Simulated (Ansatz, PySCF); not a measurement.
Dissociation curve of SMILES [Mg]([F])[F] (F₂Mg). The Mg1–F3 bond (Mg1 also carries F; F3 carries nothing else) is stretched with both fragments frozen at the PBE0/def2-TZVP optimised geometry.

Levels of theory: UKS-PBE0 = unrestricted PBE0/cc-pVDZ run with Ansatz (a program for electronic structure); RKS-PBE0 = Ansatz with restricted PBE0/cc-pVDZ; UKS-CAM-B3LYP = unrestricted CAM-B3LYP/cc-pVDZ run with Ansatz; RKS-CAM-B3LYP = Ansatz with restricted CAM-B3LYP/cc-pVDZ; UKS-PBE = Ansatz with unrestricted PBE/cc-pVDZ; RKS-PBE = restricted PBE/cc-pVDZ (Ansatz); UKS-B3LYP/6-31G* = unrestricted B3LYP/6-31G*, spherical d (PySCF); RKS-B3LYP/6-31G* = restricted B3LYP/6-31G*, spherical d (PySCF); UKS-BP86/6-31G* = PySCF with unrestricted BP86/6-31G*, spherical d; RKS-BP86/6-31G* = restricted BP86/6-31G*, spherical d (PySCF).

Scanned distances (Å): 1.44, 1.52, 1.62, 1.69, 1.75, 1.81, 1.87, 1.95, 2.12, 2.31, 2.55, 2.89, 3.19, 3.64, 4.31, 5.06.

**Question.** Where does the unrestricted solution first break spin symmetry (<S²> of 0.01 or more)?

**Answer.** UKS-PBE0: between 2.55 and 2.89 Å; UKS-CAM-B3LYP: between 2.89 and 3.19 Å; UKS-PBE: between 2.89 and 3.19 Å; UKS-B3LYP/6-31G*: between 2.89 and 3.19 Å; UKS-BP86/6-31G*: between 2.89 and 3.19 Å.

| R / Å | <S²> UKS-PBE0 | E(RKS-PBE0) − E(UKS-PBE0) / kJ/mol | <S²> UKS-CAM-B3LYP | E(RKS-CAM-B3LYP) − E(UKS-CAM-B3LYP) / kJ/mol | <S²> UKS-PBE | E(RKS-PBE) − E(UKS-PBE) / kJ/mol | <S²> UKS-B3LYP/6-31G* | E(RKS-B3LYP/6-31G*) − E(UKS-B3LYP/6-31G*) / kJ/mol | <S²> UKS-BP86/6-31G* | E(RKS-BP86/6-31G*) − E(UKS-BP86/6-31G*) / kJ/mol |
|---|---|---|---|---|---|---|---|---|---|---|
| 1.44 | 0.00 | 0.0 | 0.00 | 0.0 | 0.00 | 0.0 | 0.00 | 0.0 | 0.00 | 0.0 |
| 1.52 | 0.00 | 0.0 | 0.00 | 0.0 | 0.00 | 0.0 | 0.00 | 0.0 | 0.00 | 0.0 |
| 1.62 | 0.00 | 0.0 | 0.00 | 0.0 | 0.00 | 0.0 | 0.00 | 0.0 | 0.00 | 0.0 |
| 1.69 | 0.00 | 0.0 | 0.00 | 0.0 | 0.00 | 0.0 | 0.00 | 0.0 | 0.00 | 0.0 |
| 1.75 | 0.00 | 0.0 | 0.00 | 0.0 | 0.00 | 0.0 | 0.00 | 0.0 | 0.00 | 0.0 |
| 1.81 | 0.00 | 0.0 | 0.00 | 0.0 | 0.00 | 0.0 | 0.00 | 0.0 | 0.00 | 0.0 |
| 1.87 | 0.00 | 0.0 | 0.00 | 0.0 | 0.00 | 0.0 | 0.00 | 0.0 | 0.00 | 0.0 |
| 1.95 | 0.00 | 0.0 | 0.00 | 0.0 | 0.00 | 0.0 | 0.00 | 0.0 | 0.00 | 0.0 |
| 2.12 | 0.00 | 0.0 | 0.00 | 0.0 | 0.00 | 0.0 | 0.00 | 0.0 | 0.00 | 0.0 |
| 2.31 | 0.00 | 0.0 | 0.00 | 0.0 | 0.00 | 0.0 | 0.00 | 0.0 | 0.00 | 0.0 |
| 2.55 | 0.00 | 0.0 | 0.00 | 0.0 | 0.00 | 0.0 | 0.00 | 0.0 | 0.00 | 0.0 |
| 2.89 | 0.07 | 0.4 | 0.00 | 0.0 | 0.00 | 0.0 | 0.00 | 0.0 | 0.00 | 0.0 |
| 3.19 | 0.36 | 12.7 | 0.35 | 11.0 | 0.13 | 1.0 | 0.32 | 8.7 | 0.16 | 1.6 |
| 3.64 | 0.60 | 42.4 | 0.62 | 44.1 | 0.44 | 13.3 | 0.57 | 34.4 | 0.45 | 14.8 |
| 4.31 | 0.76 | 81.6 | 0.81 | 92.7 | 0.63 | 34.4 | 0.72 | 68.5 | 0.63 | 35.8 |
| 5.06 | 0.84 | 111.4 | 0.92 | 135.4 | 0.71 | 49.7 | 0.80 | 93.7 | 0.71 | 50.7 |
